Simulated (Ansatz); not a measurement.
The same path of ClGe2H5 + H (9 atoms, charge 0, multiplicity 2) was run twice with different band settings. Lost on the way: Ge1–Cl2. Made: Cl2–H9.

The calculation used Ansatz, UHF/def2-SVP.

Relaxed end points:

```xyz
9
Properties=species:S:1:pos:R:3
Ge 0.045 0.013 -0.227
Cl -0.454 -0.314 1.877
H 1.567 0.159 -0.289
Ge -1.158 2.027 -0.942
H -2.662 1.813 -0.744
H -0.686 3.217 -0.101
H -0.870 2.300 -2.425
H -0.389 -1.246 -0.981
H 0.085 -0.133 5.696
```

```xyz
9
Properties=species:S:1:pos:R:3
Ge -0.030 -0.119 -0.547
Cl -0.672 -0.434 4.016
H 1.475 0.041 -0.277
Ge -1.147 2.014 -1.022
H -2.662 1.786 -1.106
H -0.850 3.006 0.110
H -0.666 2.620 -2.350
H -0.240 -1.170 -1.650
H 0.270 0.093 4.690
```

Common settings: movable images 7; spring 5.0 eV/Å²; start path through a guess of the saddle point; force threshold 0.05 eV/Å; iteration limit 60; end points relaxed.

| run | climbing image | optimiser |
| --- | --- | --- |
| 1 | yes | quadratic models (default) |
| 2 | from the first iteration | fire |

Task: What does each run give, and how far can it be trusted?

Result: Run 1: converged after 33 iterations, highest image 1.188 eV above the first end. Neighbouring images differ by up to 1.3 eV, so the band resolves the path poorly. A vibrational analysis at the climbing image gives one clearly imaginary mode, 1590i cm⁻¹: a first-order saddle point.
Run 2: converged after 43 iterations, highest image 1.210 eV above the first end. The order of the point at the top wasn't checked.
